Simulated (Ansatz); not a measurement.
Nudged elastic band run: CH$_{7}$FOSi$_{2}$

input.yaml

```yaml
crystal:
  periodic: [false, false, false]
  atoms:
    - { symbol: F, position_ang: [-1.714604, -0.979774, 2.308476] }
    - { symbol: Si, position_ang: [-1.285836, 0.464634, 1.734892] }
    - { symbol: O, position_ang: [-0.043059, 0.293768, 0.68435] }
    - { symbol: C, position_ang: [-0.078777, -0.368587, -0.564412] }
    - { symbol: Si, position_ang: [1.589292, -0.132456, -1.42801] }
    - { symbol: H, position_ang: [-0.808605, 1.29039, 2.848806] }
    - { symbol: H, position_ang: [-2.476419, 1.009849, 1.056314] }
    - { symbol: H, position_ang: [-0.281752, -1.438294, -0.428668] }
    - { symbol: H, position_ang: [-0.886311, 0.027811, -1.195346] }
    - { symbol: H, position_ang: [1.841665, 1.310235, -1.642632] }
    - { symbol: H, position_ang: [2.672094, -0.707823, -0.599982] }
    - { symbol: H, position_ang: [1.549312, -0.824753, -2.739687] }
basis:
  gaussian: { orbitals: def2-SVP }
hamiltonian:
  xc: { name: BHLYP }
neb:
  order_check: false
  images: 1
  f_tol: 0.05
  max_iterations: 60
  climbing: true
  final_atoms:
    - { symbol: F, position_ang: [0.70593068, 0.77073601, 1.78017367] }
    - { symbol: Si, position_ang: [-0.88764245, 0.56361102, 2.2396297] }
    - { symbol: O, position_ang: [-1.13467217, -0.56644435, 0.60064706] }
    - { symbol: C, position_ang: [-0.62721828, -0.17576772, -0.69406154] }
    - { symbol: Si, position_ang: [1.27920061, -0.18741435, -0.87692286] }
    - { symbol: H, position_ang: [-1.46055515, 1.71695514, 1.42228383] }
    - { symbol: H, position_ang: [-0.93324958, -1.48471539, 0.78811833] }
    - { symbol: H, position_ang: [-1.08879889, -0.83216726, -1.43728557] }
    - { symbol: H, position_ang: [-1.02333565, 0.82717964, -0.85975663] }
    - { symbol: H, position_ang: [1.90399962, 1.10412798, -0.55454002] }
    - { symbol: H, position_ang: [1.82280413, -1.29787447, -0.06398348] }
    - { symbol: H, position_ang: [1.52053711, -0.49322624, -2.3102015] }
  initial_path:
    images:
      - { positions_ang: [[-1.714604, -0.979774, 2.308476], [-1.285836, 0.464634, 1.734892], [-0.043059, 0.293768, 0.68435], [-0.078777, -0.368587, -0.564412], [1.589292, -0.132456, -1.42801], [-0.808605, 1.29039, 2.848806], [-2.476419, 1.009849, 1.056314], [-0.281752, -1.438294, -0.428668], [-0.886311, 0.027811, -1.195346], [1.841665, 1.310235, -1.642632], [2.672094, -0.707823, -0.599982], [1.549312, -0.824753, -2.739687]] }
      - { positions_ang: [[-2.30988072, 0.93330091, 0.49988292], [-1.11959123, 0.86917755, 1.50754528], [-0.24788488, -0.45574196, 1.06402256], [-0.00978175, -0.83016392, -0.30145997], [1.25783488, -0.00515756, -1.3590348], [-1.62088271, 0.73275069, 2.89222313], [0.11896509, 0.61833608, 1.63382426], [0.18726382, -1.88745221, -0.30980359], [-1.04878072, -0.72098968, -0.77480912], [1.00527049, 1.46296626, -1.40936175], [2.58288429, -0.20936887, -0.71283291], [1.28158343, -0.56265728, -2.69609502]] }
      - { positions_ang: [[0.70593068, 0.77073601, 1.78017367], [-0.88764245, 0.56361102, 2.2396297], [-1.13467217, -0.56644435, 0.60064706], [-0.62721828, -0.17576772, -0.69406154], [1.27920061, -0.18741435, -0.87692286], [-1.46055515, 1.71695514, 1.42228383], [-0.93324958, -1.48471539, 0.78811833], [-1.08879889, -0.83216726, -1.43728557], [-1.02333565, 0.82717964, -0.85975663], [1.90399962, 1.10412798, -0.55454002], [1.82280413, -1.29787447, -0.06398348], [1.52053711, -0.49322624, -2.3102015]] }
```

Command:

```bash
$ ansatz run input.yaml --threads 2 --pin off --max-ram 3072MiB --backend cpu --events-out ev --progress --plain --runs-dir out
```

Output, in part (warnings, iteration lines):

```
NEB end point (image 0): max|allowed force component| = 1.660e-2 eV/Å (the criterion of neb.relax_end_points is 1.000e-2)
NEB end point (image 2): max|allowed force component| = 1.393e-2 eV/Å (the criterion of neb.relax_end_points is 1.000e-2)
NEB iter   1: max|band force component| = 5.919e0 eV/Å  barrier→ = 5.7234 eV  barrier← = 3.3774 eV  Δτ_max = 0.1979 Å  (77 SCF iters)
NEB iter   2: max|band force component| = 6.192e0 eV/Å  barrier→ = 4.1220 eV  barrier← = 1.7760 eV  Δτ_max = 0.1968 Å  (31 SCF iters)
NEB iter   3: max|band force component| = 4.152e0 eV/Å  barrier→ = 2.3460 eV  barrier← = 0.0000 eV  Δτ_max = 0.1983 Å  (34 SCF iters)
NEB iter   4: max|band force component| = 3.157e0 eV/Å  barrier→ = 2.3460 eV  barrier← = 0.0000 eV  Δτ_max = 0.2000 Å  (29 SCF iters)
NEB iter   5: max|band force component| = 1.581e0 eV/Å  barrier→ = 2.3460 eV  barrier← = 0.0000 eV  Δτ_max = 0.1960 Å  (29 SCF iters)
NEB iter   6: max|band force component| = 1.021e0 eV/Å  barrier→ = 2.3460 eV  barrier← = 0.0000 eV  Δτ_max = 0.1978 Å  (27 SCF iters)
NEB iter   7: max|band force component| = 7.175e-1 eV/Å  barrier→ = 2.3460 eV  barrier← = 0.0000 eV  Δτ_max = 0.1001 Å  (29 SCF iters)
NEB iter   8: max|band force component| = 3.554e-1 eV/Å  barrier→ = 0.0802 eV  barrier← = -2.2658 eV  CI = image 1  Δτ_max = 0.1978 Å  (30 SCF iters)
NEB iter   9: max|band force component| = 9.003e-1 eV/Å  barrier→ = 0.1270 eV  barrier← = -2.2190 eV  CI = image 1  Δτ_max = 0.1979 Å  (30 SCF iters)
NEB iter  10: max|band force component| = 8.901e-1 eV/Å  barrier→ = 0.1878 eV  barrier← = -2.1582 eV  CI = image 1  Δτ_max = 0.1999 Å  (29 SCF iters)
NEB iter  11: max|band force component| = 1.138e0 eV/Å  barrier→ = 0.2348 eV  barrier← = -2.1112 eV  CI = image 1  Δτ_max = 0.1993 Å  (28 SCF iters)
NEB iter  12: max|band force component| = 1.162e0 eV/Å  barrier→ = 0.2695 eV  barrier← = -2.0766 eV  CI = image 1  Δτ_max = 0.1996 Å  (29 SCF iters)
NEB iter  13: max|band force component| = 1.144e0 eV/Å  barrier→ = 0.3025 eV  barrier← = -2.0435 eV  CI = image 1  Δτ_max = 0.2000 Å  (29 SCF iters)
NEB iter  14: max|band force component| = 1.234e0 eV/Å  barrier→ = 0.3350 eV  barrier← = -2.0110 eV  CI = image 1  Δτ_max = 0.1992 Å  (29 SCF iters)
NEB iter  15: max|band force component| = 1.321e0 eV/Å  barrier→ = 0.4015 eV  barrier← = -1.9445 eV  CI = image 1  Δτ_max = 0.1960 Å  (27 SCF iters)
NEB iter  16: max|band force component| = 1.261e0 eV/Å  barrier→ = 0.6600 eV  barrier← = -1.6860 eV  CI = image 1  Δτ_max = 0.1980 Å  (28 SCF iters)
NEB iter  17: max|band force component| = 1.702e0 eV/Å  barrier→ = 0.9574 eV  barrier← = -1.3886 eV  CI = image 1  Δτ_max = 0.0812 Å  (28 SCF iters)
NEB iter  18: max|band force component| = 2.045e0 eV/Å  barrier→ = 1.0926 eV  barrier← = -1.2534 eV  CI = image 1  Δτ_max = 0.0404 Å  (30 SCF iters)
NEB iter  19: max|band force component| = 2.152e0 eV/Å  barrier→ = 1.2296 eV  barrier← = -1.1164 eV  CI = image 1  Δτ_max = 0.0806 Å  (31 SCF iters)
NEB iter  20: max|band force component| = 2.421e0 eV/Å  barrier→ = 1.5344 eV  barrier← = -0.8116 eV  CI = image 1  Δτ_max = 0.1602 Å  (31 SCF iters)
NEB iter  21: max|band force component| = 2.692e0 eV/Å  barrier→ = 2.2289 eV  barrier← = -0.1171 eV  CI = image 1  Δτ_max = 0.2000 Å  (30 SCF iters)
NEB iter  22: max|band force component| = 2.544e0 eV/Å  barrier→ = 2.8859 eV  barrier← = 0.5399 eV  CI = image 1  Δτ_max = 0.1982 Å  (31 SCF iters)
NEB iter  23: max|band force component| = 2.576e0 eV/Å  barrier→ = 2.1052 eV  barrier← = -0.2409 eV  CI = image 1  Δτ_max = 0.2000 Å  (30 SCF iters)
NEB iter  24: max|band force component| = 2.534e0 eV/Å  barrier→ = 2.7772 eV  barrier← = 0.4312 eV  CI = image 1  Δτ_max = 0.2000 Å  (31 SCF iters)
NEB iter  25: max|band force component| = 2.538e0 eV/Å  barrier→ = 2.0296 eV  barrier← = -0.3164 eV  CI = image 1  Δτ_max = 0.1991 Å  (30 SCF iters)
NEB iter  26: max|band force component| = 2.554e0 eV/Å  barrier→ = 2.6944 eV  barrier← = 0.3484 eV  CI = image 1  Δτ_max = 0.2000 Å  (31 SCF iters)
NEB iter  27: max|band force component| = 2.435e0 eV/Å  barrier→ = 2.6351 eV  barrier← = 0.2891 eV  CI = image 1  Δτ_max = 0.1010 Å  (30 SCF iters)
NEB iter  28: max|band force component| = 2.156e0 eV/Å  barrier→ = 2.5989 eV  barrier← = 0.2529 eV  CI = image 1  Δτ_max = 0.2000 Å  (31 SCF iters)
NEB iter  29: max|band force component| = 2.089e0 eV/Å  barrier→ = 2.3882 eV  barrier← = 0.0421 eV  CI = image 1  Δτ_max = 0.1966 Å  (29 SCF iters)
NEB iter  30: max|band force component| = 2.086e0 eV/Å  barrier→ = 1.7761 eV  barrier← = -0.5699 eV  CI = image 1  Δτ_max = 0.1953 Å  (29 SCF iters)
NEB iter  31: max|band force component| = 2.488e0 eV/Å  barrier→ = 2.4704 eV  barrier← = 0.1244 eV  CI = image 1  Δτ_max = 0.2000 Å  (29 SCF iters)
NEB iter  32: max|band force component| = 1.921e0 eV/Å  barrier→ = 1.9477 eV  barrier← = -0.3983 eV  CI = image 1  Δτ_max = 0.2000 Å  (29 SCF iters)
NEB iter  33: max|band force component| = 2.836e0 eV/Å  barrier→ = 2.5749 eV  barrier← = 0.2289 eV  CI = image 1  Δτ_max = 0.2000 Å  (30 SCF iters)
NEB iter  34: max|band force component| = 2.061e0 eV/Å  barrier→ = 2.2805 eV  barrier← = -0.0655 eV  CI = image 1  Δτ_max = 0.1967 Å  (29 SCF iters)
NEB iter  35: max|band force component| = 2.705e0 eV/Å  barrier→ = 2.5886 eV  barrier← = 0.2426 eV  CI = image 1  Δτ_max = 0.2000 Å  (29 SCF iters)
NEB iter  36: max|band force component| = 2.154e0 eV/Å  barrier→ = 2.2587 eV  barrier← = -0.0874 eV  CI = image 1  Δτ_max = 0.1972 Å  (30 SCF iters)
NEB iter  37: max|band force component| = 2.648e0 eV/Å  barrier→ = 2.6317 eV  barrier← = 0.2857 eV  CI = image 1  Δτ_max = 0.2000 Å  (30 SCF iters)
NEB iter  38: max|band force component| = 2.053e0 eV/Å  barrier→ = 2.3847 eV  barrier← = 0.0387 eV  CI = image 1  Δτ_max = 0.1964 Å  (30 SCF iters)
NEB iter  39: max|band force component| = 2.030e0 eV/Å  barrier→ = 2.0334 eV  barrier← = -0.3127 eV  CI = image 1  Δτ_max = 0.2000 Å  (29 SCF iters)
NEB iter  40: max|band force component| = 2.453e0 eV/Å  barrier→ = 2.5419 eV  barrier← = 0.1959 eV  CI = image 1  Δτ_max = 0.1003 Å  (29 SCF iters)
NEB iter  41: max|band force component| = 2.353e0 eV/Å  barrier→ = 2.4987 eV  barrier← = 0.1527 eV  CI = image 1  Δτ_max = 0.2000 Å  (32 SCF iters)
NEB iter  42: max|band force component| = 2.509e0 eV/Å  barrier→ = 2.5159 eV  barrier← = 0.1699 eV  CI = image 1  Δτ_max = 0.1978 Å  (31 SCF iters)
NEB iter  43: max|band force component| = 2.189e0 eV/Å  barrier→ = 2.6114 eV  barrier← = 0.2654 eV  CI = image 1  Δτ_max = 0.2000 Å  (30 SCF iters)
NEB iter  44: max|band force component| = 2.513e0 eV/Å  barrier→ = 2.5782 eV  barrier← = 0.2321 eV  CI = image 1  Δτ_max = 0.1979 Å  (30 SCF iters)
NEB iter  45: max|band force component| = 2.236e0 eV/Å  barrier→ = 2.6389 eV  barrier← = 0.2929 eV  CI = image 1  Δτ_max = 0.1994 Å  (30 SCF iters)
NEB iter  46: max|band force component| = 2.671e0 eV/Å  barrier→ = 2.5302 eV  barrier← = 0.1842 eV  CI = image 1  Δτ_max = 0.2000 Å  (30 SCF iters)
NEB iter  47: max|band force component| = 2.278e0 eV/Å  barrier→ = 2.6373 eV  barrier← = 0.2913 eV  CI = image 1  Δτ_max = 0.1980 Å  (29 SCF iters)
NEB iter  48: max|band force component| = 2.683e0 eV/Å  barrier→ = 2.5096 eV  barrier← = 0.1636 eV  CI = image 1  Δτ_max = 0.2000 Å  (29 SCF iters)
NEB iter  49: max|band force component| = 2.352e0 eV/Å  barrier→ = 2.7510 eV  barrier← = 0.4050 eV  CI = image 1  Δτ_max = 0.1998 Å  (29 SCF iters)
NEB iter  50: max|band force component| = 3.204e0 eV/Å  barrier→ = 3.0535 eV  barrier← = 0.7075 eV  CI = image 1  Δτ_max = 0.1004 Å  (30 SCF iters)
NEB iter  51: max|band force component| = 3.149e0 eV/Å  barrier→ = 3.1932 eV  barrier← = 0.8472 eV  CI = image 1  Δτ_max = 0.2000 Å  (31 SCF iters)
NEB iter  52: max|band force component| = 2.878e0 eV/Å  barrier→ = 3.3728 eV  barrier← = 1.0268 eV  CI = image 1  Δτ_max = 0.2000 Å  (30 SCF iters)
NEB iter  53: max|band force component| = 3.145e0 eV/Å  barrier→ = 3.5067 eV  barrier← = 1.1607 eV  CI = image 1  Δτ_max = 0.1000 Å  (29 SCF iters)
NEB iter  54: max|band force component| = 3.000e0 eV/Å  barrier→ = 3.5255 eV  barrier← = 1.1795 eV  CI = image 1  Δτ_max = 0.2000 Å  (31 SCF iters)
NEB iter  55: max|band force component| = 2.802e0 eV/Å  barrier→ = 4.1133 eV  barrier← = 1.7673 eV  CI = image 1  Δτ_max = 0.1000 Å  (32 SCF iters)
NEB iter  56: max|band force component| = 2.702e0 eV/Å  barrier→ = 4.1756 eV  barrier← = 1.8296 eV  CI = image 1  Δτ_max = 0.2000 Å  (31 SCF iters)
NEB iter  57: max|band force component| = 2.393e0 eV/Å  barrier→ = 4.8018 eV  barrier← = 2.4558 eV  CI = image 1  Δτ_max = 0.1005 Å  (32 SCF iters)
NEB iter  58: max|band force component| = 2.594e0 eV/Å  barrier→ = 5.0815 eV  barrier← = 2.7355 eV  CI = image 1  Δτ_max = 0.2000 Å  (32 SCF iters)
NEB iter  59: max|band force component| = 3.267e0 eV/Å  barrier→ = 5.7833 eV  barrier← = 3.4373 eV  CI = image 1  Δτ_max = 0.1962 Å  (32 SCF iters)
NEB iter  60: max|band force component| = 2.740e0 eV/Å  barrier→ = 5.1871 eV  barrier← = 2.8411 eV  CI = image 1  Δτ_max = 0.2000 Å  (31 SCF iters)
Error: NEB band did not converge after 60 iterations: max|band force component| = 2.74e0 eV/Å (threshold 5.0e-2); raise `neb.max_iterations` in a new run, which can start from the last band evaluated (`neb.initial_path`, with `crystal.atoms` and `neb.final_atoms` set to its first and last images), …
```

It did not converge within its limit. The band didn't meet its force threshold, so its energies are provisional: the largest band force was still 2.74 eV/Å, and over the last iterations the top moved between 5.08 and 5.78 eV. Neighbouring images lie up to 6.2 Å apart, so the band is torn or far too coarse. So few images can step over the top or miss a turn of the path. The orbitals stay closed-shell, which can raise the energy where a bond breaks towards radicals; this wasn't checked here.

Final band (atoms are numbered from 1 in the order of the input):

| image | path coordinate (Å) | energy (kcal/mol) | Si2–H7 (Å) | O3–H7 (Å) |
| --- | --- | --- | --- | --- |
| 0 | 0.00 | 0.0 | 1.47 | 2.56 |
| 1 | 6.17 | 119.6 | 1.57 | 1.52 |
| 2 | 7.86 | 54.1 | 2.51 | 0.96 |

The run took 3.3 min on 2 threads of Intel(R) Xeon(R) Platinum 8375C CPU @ 2.90GHz (Ice Lake) (shared host), peak memory 0.29 GiB.
